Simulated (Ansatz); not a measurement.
silylarsine (H5AsSi), singlet, geometry from GFN2-xTB; Ansatz (a quantum-chemistry and plane-wave program) with B3LYP/6-31G.

The Ansatz input:
Ansatz 0.2 input:
```yaml
crystal:
  periodic: [false, false, false]
  atoms:
    - {symbol: Si, position_ang: [-1.49296222, 0.17053097, 0.31614310]}
    - {symbol: As, position_ang: [0.75371282, -0.07592101, -0.21903957]}
    - {symbol: H, position_ang: [-2.29367511, -0.77990177, -0.46688108]}
    - {symbol: H, position_ang: [-1.93901103, 1.52536083, -0.03432123]}
    - {symbol: H, position_ang: [-1.81909019, -0.04494677, 1.73089424]}
    - {symbol: H, position_ang: [0.88634284, -1.32044560, 0.60966261]}
    - {symbol: H, position_ang: [1.19438155, 0.73789324, 0.96294779]}
basis:
  gaussian:
    orbitals: 6-31G
hamiltonian:
  xc: b3lyp
```

**Question.** Write the output that Ansatz gives for this input, abridged.

**Answer.** 
```
Functional definition: B3LYP
550 factors; integrals over basis functions are off by at most 3.4e-4 eV
mean field evaluation 1: about -68790.2914 eV, gradient 8.9e0 eV
mean field evaluation 2: about -68790.5259 eV, gradient 3.4e0 eV
mean field evaluation 4: about -68790.5711 eV, gradient 3.2e-1 eV
mean field evaluation 8: about -68790.6112 eV, gradient 4.8e-3 eV
mean field -68790.61122668 eV, -2528.0083346295 hartree, gradient 8.6e-5 eV, S^2 0.000000; 0 other end points of the search recorded, 0 dependent functions left out
reference -68790.61145547 eV, -2528.0083430373 hartree; 26, 26 occupied and 26, 26 virtual orbitals, 550 factors
Total energy: -68790.61145547 eV, -2528.0083430373 hartree
```
